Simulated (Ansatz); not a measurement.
Problem. Name a neutral molecule of Cl, I, Ti with size of the dipole moment (B3LYP/def2-TZVPP) between 0.40 and 0.70 D and zero-point energy (PBE0-D4/def2-TZVP) between 5 and 21 kJ/mol (Ansatz, PBE0-D4/def2-TZVP geometry).

Solution. `[Cl][Ti]([Cl])([I])[I]` (0.57 D, 12.0 kJ/mol); `[Cl][Ti]([Cl])([Cl])[I]` (0.52 D, 13.7 kJ/mol). Other molecules can fit too; these were computed, each in one conformer that needn't be the lowest.

B3LYP here is the variant with VWN-RPA as its local correlation; programs differ in this.
